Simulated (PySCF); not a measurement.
Computed IR spectrum (relative IR intensity) of a molecule C₃H₇ClOSi. Coordinates come from a PBE-D3(BJ)/def2-SVP optimisation. The values are those of a single conformer. These are PBE-D3(BJ)/def2-SVP (PySCF) values and carry that method's errors. Frequencies are harmonic and unscaled.

Lines under 2 % of the strongest are left out, and lines within 2 cm⁻¹ are merged.

ν (cm⁻¹): 169 (vw), 224 (vw), 246 (m), 273 (w), 344 (w), 402 (w), 538 (w), 650 (m), 691 (w), 701 (m), 738 (w), 750 (m), 802 (w), 832 (vs), 850 (vs), 877 (w), 914 (m), 1061 (w), 1216 (m), 1325 (w), 1377 (vw), 1617 (w), 2146 (s), 3768 (m) (against the strongest line: vs over 80 %, s over 45 %, m over 15 %, w over 4 %, vw less)

Problem. Which structure fits?
A. C=C[Si@](C)(O)Cl
B. C=C(Cl)[Si@@H](C)O
C. CO/C(Cl)=C/[SiH3]
D. O=C[C@H]([SiH3])CCl

Solution. B, C=C(Cl)[Si@@H](C)O
